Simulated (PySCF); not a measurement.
Several molecules and their computed UV-vis stick spectra, shuffled. Computed with TDDFT wB97X-D/def2-SVPD, vertical, gas phase, core orbitals frozen in the response in PySCF 2.14.0, density-fitted response routines. Geometries: GFN2-xTB; one conformer of each isolated species. Triplets are in the Tamm–Dancoff approximation.

A. `CC[C@@H]1CC=CC1=O`
B. `CCCOC(C)=O`
C. `C=CC[C@H](C=C)C=O`

Lowest singlet levels (six at most, fewer where fewer were computed) with oscillator strengths:

1. 206 nm (f 0.001); 153 nm (f 0.014); 151 nm (f 0.169); 143 nm (f 0.001); 142 nm (f 0.006); 136 nm (f 0.000); T1 5.54 eV
2. 290 nm (f 0.004); 190 nm (f 0.128); 183 nm (f 0.048); 170 nm (f 0.072); 166 nm (f 0.312); 164 nm (f 0.064); T1 3.72 eV
3. 318 nm (f 0.001); 200 nm (f 0.278); 179 nm (f 0.001); 172 nm (f 0.009); 165 nm (f 0.025); 164 nm (f 0.020); T1 3.48 eV

Question: Match each spectrum to its molecule.

Answer: 1 = B, 2 = C, 3 = A.
- A: S1 at 3.90 eV, HOMO→LUMO (94%); Löwdin shares by element: HOMO oxygen 55%, carbon 32% or more; LUMO carbon 64% or more, oxygen 19% (atoms not listed hold the other 17%); HOMO -8.91 and LUMO 0.39 eV.
- B: S1 at 6.02 eV, HOMO→LUMO (91%); Löwdin shares by element: HOMO oxygen 76%, carbon 17% or more; LUMO carbon 43% or more, oxygen 39% (atoms not listed hold the other 17%); HOMO -9.94 and LUMO 2.17 eV.
- C: S1 at 4.27 eV, HOMO→LUMO (58%), HOMO-1→LUMO (17%), HOMO-2→LUMO (11%); Löwdin shares by element: HOMO carbon 37% or more, oxygen 27% (atoms not listed hold the other 36%); LUMO carbon 53% or more, oxygen 25% (atoms not listed hold the other 22%); HOMO -9.14 and LUMO 0.67 eV.
